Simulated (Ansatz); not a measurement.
`N[SiH2]CS` → CH₃SH + `N[SiH]` at 600 K and 1 bar (silylene formation by 1,1-elimination).

Gas-phase electronic energies from Ansatz, PBE0-D4/def2-TZVP geometries. CCSD(T)/CBS adds triple-zeta CCSD(T) − MP2 to the extrapolated MP2 energy (def2 sets, frozen cores). This one scheme is used for every species. Each species was taken in one conformer, which may not be the lowest.

| species | CCSD(T)/CBS energy (Eh) | H − E (kJ/mol) | S (J/(mol·K)) |
| --- | --- | --- | --- |
| `N[SiH2]CS` | -783.85182 | 273.1 | 436.6 |
| CH₃SH | -438.22835 | 152.3 | 296.8 |
| `N[SiH]` | -345.56329 | 117.4 | 286.7 |

H − E and S are ideal-gas, rigid-rotor, harmonic terms from PBE0-D4/def2-TZVP, for one conformer and one mirror image of each species. 1 Eh = 2625.50 kJ/mol, R = 8.31446 J/(mol·K).

Problem. By hand: ΔE, ΔH, ΔS and ΔG.

Solution. ΔE = (-438.22835) + (-345.56329) − (-783.85182) = 0.06018 Eh = 158.0 kJ/mol. Δ(H − E) = 152.3 + 117.4 − 273.1 = -3.4, so ΔH = 154.6 kJ/mol. ΔS = 296.8 + 286.7 − 436.6 = 146.9 J/(mol·K). ΔG = 154.6 − 600 × (146.9)/1000 = 66.5 kJ/mol.

Problem. By hand: the equilibrium constant, and the temperature at which ΔG would vanish if ΔH and ΔS stayed fixed.

Solution. log₁₀ K = −ΔG/(RT ln 10) = -5.8. ΔG = 0 at ΔH/ΔS = 1052 K.

The number of gas molecules changes by +1, which sets the sign of ΔS. A doubt of 5 kJ/mol in ΔE shifts log₁₀ K by 0.4 here. Other conformers and mirror images would add mixing entropy, several J/(mol·K) or more a flexible species. These are equilibria of isolated gas molecules and say nothing of rates. Largest T1 diagnostic: 0.015 (customary marks: 0.02 for closed shells, 0.045 for open ones).
